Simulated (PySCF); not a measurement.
Delta-SCF ions had no search for a lower state. Excitations are Tamm–Dancoff values on a coarser integration grid. The basis has no diffuse functions, so Rydberg states are missing or too high.

Cartesian coordinates (Å):
```xyz
13

C     -1.0685    -1.7552    -0.0854
C     -1.2013    -0.4248    -0.2169
C     -0.1258     0.5526    -0.0689
C     -0.3754     1.8714    -0.2239
Si     1.6285    -0.0031     0.3391
H     -0.1079    -2.2201     0.1508
H     -1.9179    -2.4270    -0.2100
H     -2.1901    -0.0126    -0.4552
H      0.4044     2.6278    -0.1204
H     -1.3814     2.2341    -0.4618
H      2.1656    -0.9187    -0.7159
H      1.6749    -0.7362     1.6431
H      2.4947     1.2115     0.4254
```
Charge 0, multiplicity 1.

Predict the T1 excitation (TDA), vertical ionisation energy (Delta-SCF), S1–T1 gap (TDA), dipole moment and S1 excitation (TDA) from PBE-D3(BJ)/def2-TZVP (PySCF 2.14.0).


```
Item                                      Value
--------------------------------------  -------
T1 excitation (TDA)                     3.13 eV
vertical ionisation energy (Delta-SCF)  8.88 eV
S1–T1 gap (TDA)                         2.39 eV
dipole moment                            0.73 D
S1 excitation (TDA)                     5.52 eV
```
